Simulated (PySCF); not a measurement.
A side-by-side comparison of computed properties.

First species: C10H16.
SMILES: `C=C[C@@H]1C[C@@H]2CCC[C@H]1C2`

Second species: C6H10OSi2.
Structure used (PBE0-D3(BJ)/def2-SVP), in Å, numbered top down from 1:
```
atom  x, y, z in Å
C1     2.7970   -0.7979   -0.7070
C2     2.1033    0.0418    0.0760
C3     0.6417    0.1627    0.1278
C4     0.0721    0.9466    1.0785
Si5   -1.7487    1.2410    1.3632
C6    -2.7640    0.2329    0.1592
C7    -2.2221   -0.5123   -0.8227
Si8   -0.3984   -0.7135   -1.1845
O9    -0.0044   -2.3369   -1.3067
H10    2.3021   -1.5035   -1.3807
H11    3.8889   -0.8175   -0.6761
H12    2.6532    0.7054    0.7575
H13    0.7573    1.4632    1.7708
H14   -2.1067    0.8729    2.7710
H15   -2.0616    2.6987    1.2152
H16   -3.8593    0.2562    0.2594
H17   -2.9013   -1.0707   -1.4857
H18   -0.0814   -0.1767   -2.5370
H19   -0.0195   -2.8367   -0.4849
```

Levels: PBE0/def2-SVPD for HOMO energy, LUMO energy, HOMO–LUMO gap and static isotropic polarisability; TDDFT PBE0/def2-SVPD for lowest singlet excitation; TDA PBE0/def2-SVPD for lowest triplet excitation (Tamm–Dancoff); ΔSCF PBE0/def2-SVPD for vertical ionisation energy. Geometries: PBE0-D3(BJ)/def2-SVP. All species are isolated and taken at one optimised geometry, non-relativistic unless stated. Electronic properties by PySCF.

Dipoles, sizes and rotational constants follow the conformer. The torsions of the flexible species, by atom-mapped SMILES:
- `[CH2:1]=[CH:2][C:3]1=[CH:4][SiH2:5][CH:6]=[CH:7][Si@@H:8]1[OH:9]`: C1–C2–C3–C4 172°, H–O9–Si8–C7 -71°

The conformers of `C=C[C@@H]1C[C@@H]2CCC[C@H]1C2` aren't listed.

Which has the higher static isotropic polarisability?

The second: 129.5 au against 110.6 au, a difference of 18.9 au.

Which has the higher HOMO–LUMO gap?

The first: 7.53 eV against 5.49 eV, a difference of 2.04 eV.

Which of the two has the higher T1 energy, and by how much?

The first: 4.33 eV against 2.97 eV, a difference of 1.36 eV.

Which of the two has the higher LUMO energy, and by how much?

The first: 0.32 eV against -1.56 eV, a difference of 1.88 eV.

Which has the higher S1 energy?

The first: 6.81 eV against 4.94 eV, a difference of 1.87 eV.

Which of the two has the higher vertical ionisation energy, and by how much?

The first: 9.06 eV against 8.74 eV, a difference of 0.32 eV.

Which of the two has the higher HOMO energy, and by how much?

The second: -7.05 eV against -7.21 eV, a difference of 0.16 eV.

On the first: The ΔSCF ionisation energy exceeds −ε(HOMO) by 1.85 eV with PBE0. In wavenumbers S1 is 54900 cm⁻¹ (1 eV = 8065.54 cm⁻¹).

On the second: The polarisability is 19.20 Å³ as a volume (1 au = 0.148185 Å³), or 1.58 au for each of the 82 electrons. The principal polarisabilities are 87.4, 122.5 and 178.7 au; their mean is the isotropic value.
